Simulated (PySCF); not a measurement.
C₄H₃S (SMILES [c-]1cccs1), charge -1, singlet, at a GFN2-xTB geometry (in this run its highest filled SCF level lies above zero, so its values depend strongly on the basis, on diffuse functions most of all); CASSCF(2,2)/STO-3G in PySCF.

PySCF was given this input:
```python
from pyscf import gto, scf, mcscf
import numpy

mol = gto.Mole()
mol.atom = '''
    S    -0.000828    0.052673    1.184693
    C    -0.014587    1.382577   -0.007520
    C     0.012791   -1.212093   -0.003802
    C    -0.007513    0.738672   -1.228508
    C     0.007464   -0.680177   -1.251335
    H     0.023606   -2.243764    0.307910
    H    -0.013331    1.310268   -2.157988
    H     0.014035   -1.283140   -2.158023
'''
mol.basis = 'sto-3g'
mol.charge = -1
mol.spin = 0
mol.verbose = 4
mol.build()

mf = scf.RHF(mol)
mf.kernel()
mc = mcscf.CASSCF(mf, 2, 2)
mc.fix_spin_(ss=0.0)
mc.kernel()
occ = numpy.linalg.eigvalsh(mc.fcisolver.make_rdm1(mc.ci, mc.ncas, mc.nelecas))[::-1]
ss = mc.fcisolver.spin_square(mc.ci, mc.ncas, mc.nelecas)[0]
print('natural occupations', occ.round(4), ' <S^2>', round(ss, 4))
```

What does PySCF print? Leave out banner, timings and long lists.


```
PySCF version 2.14.0

[INPUT] verbose = 4
[INPUT] num. atoms = 8
[INPUT] num. electrons = 44
[INPUT] charge = -1
[INPUT] spin (= nelec alpha-beta = 2S) = 0
[INPUT] symmetry False subgroup None
[INPUT] Mole.unit = angstrom
[INPUT] Symbol           X                Y                Z      unit          X                Y                Z       unit  Magmom
[INPUT]  1 S     -0.000828000000   0.052673000000   1.184693000000 AA   -0.001564693231   0.099537544159   2.238745311689 Bohr   0.0
[INPUT]  2 C     -0.014587000000   1.382577000000  -0.007520000000 AA   -0.027565434979   2.612691876123  -0.014210740457 Bohr   0.0
[INPUT]  3 C      0.012791000000  -1.212093000000  -0.003802000000 AA    0.024171486859  -2.290523807502  -0.007184738726 Bohr   0.0
[INPUT]  4 C     -0.007513000000   0.738672000000  -1.228508000000 AA   -0.014197512374   1.395887775885  -2.321543661837 Bohr   0.0
[INPUT]  5 C      0.007464000000  -0.680177000000  -1.251335000000 AA    0.014104915794  -1.285348246228  -2.364680440083 Bohr   0.0
[INPUT]  6 H      0.023606000000  -2.243764000000   0.307910000000 AA    0.044608874896  -4.240099448159   0.581865571015 Bohr   0.0
[INPUT]  7 H     -0.013331000000   1.310268000000  -2.157988000000 AA   -0.025191938967   2.476047669782  -4.078006300098 Bohr   0.0
[INPUT]  8 H      0.014035000000  -1.283140000000  -2.158023000000 AA    0.026522306158  -2.424783179474  -4.078072440512 Bohr   0.0

nuclear repulsion = 191.155591701088
number of shells = 20
number of NR pGTOs = 96
number of NR cGTOs = 32
basis = sto-3g
ecp = {}

******** <class 'pyscf.scf.hf.RHF'> ********
method = RHF
initial guess = minao
damping factor = 0
level_shift factor = 0
DIIS = <class 'pyscf.scf.diis.CDIIS'>
diis_start_cycle = 1
diis_space = 8
diis_damp = 0
SCF conv_tol = 1e-09
SCF conv_tol_grad = None
SCF max_cycles = 50
direct_scf = True
direct_scf_tol = 1e-13
Set gradient conv threshold to 3.16228e-05
Initial guess from minao.
init E= -545.503382256009
  HOMO = -0.138953219284708  LUMO = 0.142543333506637  gap/eV = 7.65991
cycle= 1 E= -544.218515994176  delta_E= 1.28  |g|= 0.394  |ddm|= 4.17
  HOMO = 0.146455203282507  LUMO = 0.540059455959056  gap/eV = 10.71052
cycle= 2 E= -544.280388714949  delta_E= -0.0619  |g|= 0.184  |ddm|= 0.849
  HOMO = 0.05080048852184  LUMO = 0.555551969172607  gap/eV = 13.73499
cycle= 3 E= -544.291885436555  delta_E= -0.0115  |g|= 0.0447  |ddm|= 0.33
  HOMO = 0.0375938571883798  LUMO = 0.545972811768572  gap/eV = 13.83370
cycle= 4 E= -544.293413378443  delta_E= -0.00153  |g|= 0.0165  |ddm|= 0.119
  HOMO = 0.0400851466024876  LUMO = 0.548592477965731  gap/eV = 13.83719
cycle= 5 E= -544.293655178769  delta_E= -0.000242  |g|= 0.00675  |ddm|= 0.0512
  HOMO = 0.0402305743738891  LUMO = 0.549548506525499  gap/eV = 13.85925
cycle= 6 E= -544.293701733751  delta_E= -4.66e-05  |g|= 0.00287  |ddm|= 0.0237
  HOMO = 0.0398982997017183  LUMO = 0.54953167631756  gap/eV = 13.86783
cycle= 7 E= -544.293709089046  delta_E= -7.36e-06  |g|= 0.000746  |ddm|= 0.01
  HOMO = 0.0399481721255985  LUMO = 0.549490774865227  gap/eV = 13.86536
cycle= 8 E= -544.293709676886  delta_E= -5.88e-07  |g|= 0.000332  |ddm|= 0.00273
  HOMO = 0.0399518373554082  LUMO = 0.54949488931558  gap/eV = 13.86537
cycle= 9 E= -544.293709788268  delta_E= -1.11e-07  |g|= 8.22e-05  |ddm|= 0.00128
  HOMO = 0.0399504480638897  LUMO = 0.549488828308618  gap/eV = 13.86525
cycle= 10 E= -544.293709796334  delta_E= -8.07e-09  |g|= 2.07e-05  |ddm|= 0.00037
  HOMO = 0.0399513461279839  LUMO = 0.549488244160028  gap/eV = 13.86521
cycle= 11 E= -544.293709796786  delta_E= -4.52e-10  |g|= 4.86e-06  |ddm|= 8.49e-05
  HOMO = 0.0399499015583515  LUMO = 0.549487022648679  gap/eV = 13.86521
Extra cycle  E= -544.293709796805  delta_E= -1.86e-11  |g|= 2.13e-06  |ddm|= 1.11e-05
converged SCF energy = -544.293709796805

******** <class 'pyscf.mcscf.mc1step.CASSCF'> ********
CAS (1e+1e, 2o), ncore = 21, nvir = 9
max_cycle_macro = 50
max_cycle_micro = 4
conv_tol = 1e-07
conv_tol_grad = None
orbital rotation max_stepsize = 0.02
orbital rotation threshold for CI restart = 0.01
augmented hessian ah_max_cycle = 30
augmented hessian ah_conv_tol = 1e-12
augmented hessian ah_linear dependence = 1e-14
augmented hessian ah_level shift = 1e-08
augmented hessian ah_start_tol = 2.5
augmented hessian ah_start_cycle = 3
augmented hessian ah_grad_trust_region = 3
kf_trust_region = 3
kf_interval = 4
ci_response_space = 4
ci_grad_trust_region = 3
with_dep4 0
natorb = False
canonicalization = True
sorting_mo_energy = False
ao2mo_level = 2
internal_rotation = False
******** <class 'pyscf.fci.addons.SpinPenaltyFCISolver'> ********
max. cycles = 50
conv_tol = 1e-08
davidson only = True
linear dependence = 1e-12
level shift = 0.001
max iter space = 12
nroots = 1
pspace_size = 400
spin = None
CASCI E = -544.306282358560  S^2 = 0.0000000
Set conv_tol_grad to 0.000316228
macro iter   1 ( 21 JK    4 micro), CASSCF E = -544.315897315460  dE = -9.61495690e-03  S^2 = 0.0000000
               |grad[o]|=0.0314  |grad[c]|=0.00975  |ddm|=0.0299  |maxRot[o]|=0.315
macro iter   2 ( 21 JK    4 micro), CASSCF E = -544.322914457492  dE = -7.01714203e-03  S^2 = 0.0000000
               |grad[o]|=0.0275  |grad[c]|=0.00606  |ddm|=0.022  |maxRot[o]|=0.181
macro iter   3 ( 18 JK    4 micro), CASSCF E = -544.325681243229  dE = -2.76678574e-03  S^2 = 0.0000000
               |grad[o]|=0.0166  |grad[c]|=0.00444  |ddm|=0.0112  |maxRot[o]|=0.141
macro iter   4 (  9 JK    3 micro), CASSCF E = -544.325789691225  dE = -1.08447996e-04  S^2 = 0.0000000
               |grad[o]|=0.00379  |grad[c]|=0.000733  |ddm|=0.00209  |maxRot[o]|=0.0334
macro iter   5 (  3 JK    1 micro), CASSCF E = -544.325790666838  dE = -9.75612238e-07  S^2 = 0.0000000
               |grad[o]|=0.000256  |grad[c]|=0.000103  |ddm|=0.000183  |maxRot[o]|=0.00363
macro iter   6 (  3 JK    1 micro), CASSCF E = -544.325790668594  dE = -1.75680270e-09  S^2 = 0.0000000
               |grad[o]|=3.23e-05  |grad[c]|=8.6e-06  |ddm|=1.88e-05  |maxRot[o]|=6.51e-05
1-step CASSCF converged in   6 macro ( 75 JK  17 micro) steps
CASSCF canonicalization
Density matrix diagonal elements [1.90423289 0.09576711]
CASSCF energy = -544.325790668594
CASCI E = -544.325790668594  E(CI) = -0.604458155343423  S^2 = 0.0000000
natural occupations [1.9048 0.0952]  <S^2> 0.0
```
